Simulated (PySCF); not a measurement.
# Gas-phase XPS of 1-methylallyl acetate, computed

1-methylallyl acetate, C6H10O2.
SMILES with atom numbers: `[CH2:1]=[CH:2][C@@H:3]([CH3:4])[O:5][C:6]([CH3:7])=[O:8]`

Theory: PySCF, delta-SCF UKS SCAN, pcX-2 on the ionised atom, pcseg-1 elsewhere, spin-free X2C. These are vertical core ionisation energies against the vacuum level, from separate self-consistent calculations with and without the core hole.

Q: What binding energy does each computed site have?

A: 
```csv
atom(s),bonded to,level,binding energy (eV),above the level's lowest (eV),count
C1,C (double bond) and 2 H,C 1s,290.47,0.00,1
C4,C and 3 H,C 1s,290.70,+0.23,1
C2,"C (double bond), C and H",C 1s,290.72,+0.25,1
C7,C and 3 H,C 1s,291.21,+0.74,1
C3,"O, 2 C and H",C 1s,292.33,+1.86,1
C6,"O (double bond), O and C",C 1s,294.42,+3.95,1
O8,C (double bond),O 1s,537.48,0.00,1
O5,2 C,O 1s,538.99,+1.51,1
```

The listed C 1s values span 3.95 eV, from C1 (bonded to C (double bond) and 2 H) to C6 (bonded to O (double bond), O and C). Summing the Pauling electronegativity differences to the bonded atoms, each weighted by its formal bond order, gives -0.70 for the lowest site and +2.67 for the highest; no listed site has a larger sum than the highest. The smallest sum, -1.05, belongs to C4, 0.23 eV above the lowest. The values 290.70 and 290.72 eV lie too close for their order to be trusted.

The listed O 1s values span 1.51 eV, from O8 (bonded to C (double bond)) to O5 (bonded to 2 C). Summing the Pauling electronegativity differences to the bonded atoms, each weighted by its formal bond order, gives -1.78 for the lowest site and -1.78 for the highest; the sum is the same at every site.

Q: Which effective nuclear charge Zeff reproduces each element's mean 1s value in the hydrogen-like formula E = 13.606 eV × Zeff²?

A: C (Z = 6): mean 291.6 eV, Zeff = 4.63, Z − Zeff = 1.37; O (Z = 8): mean 538.2 eV, Zeff = 6.29, Z − Zeff = 1.71. Means run over the listed sites, weighted by atom count.

Isolated species at its PBE0-D3(BJ)/def2-SVP geometry (one conformer only).

The values belong to the conformer `[CH2:1]=[CH:2][C@@H:3]([CH3:4])[O:5][C:6]([CH3:7])=[O:8]`: C1–C2–C3–C4 112°, C2–C3–O5–C6 154°, C3–O5–C6–C7 180°.
